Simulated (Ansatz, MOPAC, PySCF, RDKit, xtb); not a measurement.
Dimer: C2H4 (SMILES C=C) (first 6 atoms) with H4OSi (SMILES O[SiH3]); geometry from B3LYP-D3(BJ)/def2-TZVP, rigid monomers moved along the line of their centres of mass till H4···O7 is 2.43 Å.
(charge 0, multiplicity 1):
```xyz
12

C     -0.355    -0.469    -0.018
C      0.466     0.570     0.003
H     -1.165    -0.539    -0.735
H     -0.247    -1.284     0.686
H      1.272     0.636     0.723
H      0.367     1.394    -0.694
O      0.696    -0.945     2.899
Si    -0.318     0.248     3.441
H      1.568    -1.013     3.295
H     -0.419     0.217     4.922
H     -1.635    -0.026     2.839
H      0.156     1.595     3.041
```

Interaction energies are E(AB) − E(A) − E(B) at the monomers' geometry in the complex; basis-set methods are counterpoise corrected. Rows marked so take none.

Cores are frozen in the correlated methods. Rows in 6-31G* carry no dispersion term and start afresh at each structure (6-31G* with six Cartesian d functions). MP2/6-31G* freezes PySCF's default core. The state reached by AM1, PM7 isn't checked; PM7 holds dispersion and hydrogen-bond terms.

Codes used: Ansatz (an electronic-structure program) with Gaussian orbitals; MOPAC for AM1, PM7 (differences of heats of formation); PySCF for 6-31G* rows; RDKit for the force fields; xtb for the GFN methods. Each number belongs to the level named beside it.

| level | interaction energy (meV) |
|---|---|
| MMFF94 | 191.7 |
| AM1 | 70.7 |
| PM7 | 86.9 |
| GFN2-xTB | -16.6 |
| HF/6-31G* | 106.4 |
| PBE0/def2-TZVPPD | 14.6 |
| MP2/6-31G* (no counterpoise) | -62.7 |
| SCS-MP2/aug-cc-pV(D+d)Z | 8.4 |
| CCSD(T)/aug-cc-pV(D+d)Z | ___ |

Question: Some entries are withheld; supply them.

Answer: 
- CCSD(T)/aug-cc-pV(D+d)Z, interaction energy (meV): -22.6
